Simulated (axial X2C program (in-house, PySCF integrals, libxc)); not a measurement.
Results of a calculation; reference values are marked as such.
# FYF: input and output of an open-shell CI run

Program: an in-house all-electron X2C program for linear molecules (integrals from PySCF).

Input and command:
```json
{"zs": [9, 39, 9], "q": 0, "bas": ["dyall-v2z", "dyall-v2z", "dyall-v2z"], "r0": 2.27, "metal": 1, "shells": [[2, [0, 1, 2], 0], [0, [0], 1], [1, [1], 0]], "fix": 0, "emax": 3.2, "nroots": 6}
```
```bash
python soci.py task.json out
```

Keys: zs atomic numbers; q charge; bas basis sets; r0 starting distance in Å; metal index of the metal atom; shells open shells as [l, |m| values, electrons]; fix electron count of the first shell held; emax energy window in eV; nroots roots for each Ω.

Output at F–Y–F held linear, both bonds 2.026 Å:

```
average of configuration d0 s1 p(π)0
basis functions 132  fitting functions 895
iter      average energy  largest gradient
   1      -3580.981556868   5.20e-01
   2      -3581.009502022   4.66e-03
   3      -3581.009695819   2.35e-03
   4      -3581.009703081   3.32e-04
   5      -3581.009703798   1.60e-04
   6      -3581.009703846   2.20e-05
   7      -3581.009703849   5.22e-06
converged
CI levels
2*Omega        energy/Eh    cm-1   g(par)  dipole/D  leading shell counts
    1     -3581.00970385        0   2.002   -0.000  {'0 1 0': 1.0}
    3     -3580.97297153     8062   1.998    0.000  {'1 0 0': 1.0}
    5     -3580.97170395     8340   6.002   -0.000  {'1 0 0': 1.0}
    1     -3580.90728486    22478   0.002   -0.000  {'0 0 1': 1.0}
    3     -3580.90564641    22838   4.002   -0.000  {'0 0 1': 1.0}
    1     -3580.89212121    25806   0.002    0.000  {'1 0 0': 1.0}
```

Dipoles in the output refer to the first atom as origin.

Dynamic correlation is missing, so gaps between terms are too wide and other configurations may lie lower; the lowest level listed is that of this model, not necessarily the ground state. For d shells the ligand-field splittings (σ, π, δ) and their order can be off by a thousand cm⁻¹ or more. At most 6 roots were kept for each Ω > 0 (twice that for Ω = 0) within 3.2 eV of the lowest, so higher up levels can be missing between those listed; levels with Ω > 0 are doubly degenerate and listed once, Ω = 0 levels singly. States that fill the shells left empty in the average are placed too high. The molecule was held linear; bending was not examined.
